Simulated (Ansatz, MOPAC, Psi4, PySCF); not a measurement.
System: C₄H₂ (charge 0, singlet). SMILES: C#CC#C
Geometry: optimised at B3LYP-D3(BJ)/def2-TZVP (Ansatz, a program for electronic structure).

Wanted: vertical ionisation energy to the doublet, in eV. Terms: no spin-orbit coupling; PM7 with its own dispersion and hydrogen-bond terms; 6-311+G** with 5d; frozen cores in correlated levels; each state is the SCF solution reached for its charge and spin; non-relativistic; six Cartesian d functions in 6-31G* and its kin unless marked 5d; dispersion terms only where a functional's name holds one; open shells spin-unrestricted. First-principles rows: single points at B3LYP-D3(BJ) geometries (Ansatz). Semi-empirical rows: differences of heats of formation at the shared geometry for vertical values. A UHF reference is markedly spin-contaminated in at least one set, which strains HF and MP2. The Hartree-Fock reference of C#CC#C is unstable towards a lower, spin-broken solution.

| level | program | vertical ionisation energy to the doublet (eV) |
|---|---|---|
| AM1 | MOPAC | 10.04 |
| PM3 | MOPAC | 10.11 |
| PM7 | MOPAC | 10.24 |
| MNDO | MOPAC | 9.61 |
| HF/6-311+G** | Ansatz | 8.88 |
| PBE/6-31G* | Ansatz | 9.65 |
| PBE/6-311+G** | Ansatz | 9.93 |
| B3LYP/STO-3G | Ansatz | 8.82 |
| B3LYP/6-31G* | Ansatz | 9.69 |
| B3LYP/6-311+G** | Ansatz | 9.98 |
| M06-2X/6-31G* (5d) | PySCF | 9.97 |
| wB97X-D/6-31G* | Psi4 | 9.78 |
| MP2/6-311+G** | Ansatz | 10.51 |
| PBE/def2-TZVPD | Ansatz | 9.89 |
| B3LYP/def2-TZVPD | Ansatz | 9.94 |

No value to compare with is used here. The 13 habitual levels span 8.82 (B3LYP/STO-3G) to 10.51 eV (MP2/6-311+G**); PBE/def2-TZVPD gives 9.89.

The levels are drawn from those run, B3LYP/6-31G* more often than the rest, none by its result; runs whose electronic state is in doubt are left out.
